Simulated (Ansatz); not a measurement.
System: TeCl$_{2}$ (charge -1, doublet). 
Structure (B3LYP-D3(BJ)/def2-TZVP (Ansatz, an electronic-structure program) minimum search):
```xyz
3

Te     0.0000     0.0000     0.0000
Cl     0.0000     0.0000     2.6095
Cl     0.0000     0.0000    -2.6095
```
Charge -1, spin multiplicity 2.

Parts of the frozen-core correlation energy in def2-TZVPPD (Ansatz, hartree). Frozen orbitals: 19; correlated occupied orbitals by spin: 11 and 10; virtual: 131 and 132. UHF or UKS for open shells. Spin-orbit coupling is left out. Past Kr the def2 sets carry scalar-relativistic core potentials.

```json
[
 {"term": "reference (HF)", "value": "-1186.14068"},
 {"term": "MP2 opposite-spin", "value": "-0.38212"},
 {"term": "MP2 same-spin", "value": "-0.12997"},
 {"term": "CCSD correlation", "value": "-0.55379"},
 {"term": "(T)", "value": "-0.02635"},
 {"term": "T1 diagnostic", "value": "0.016"},
 {"term": "largest doubles amplitude", "value": "0.053"},
 {"term": "<S^2> of the reference", "value": "0.763"}
]
```
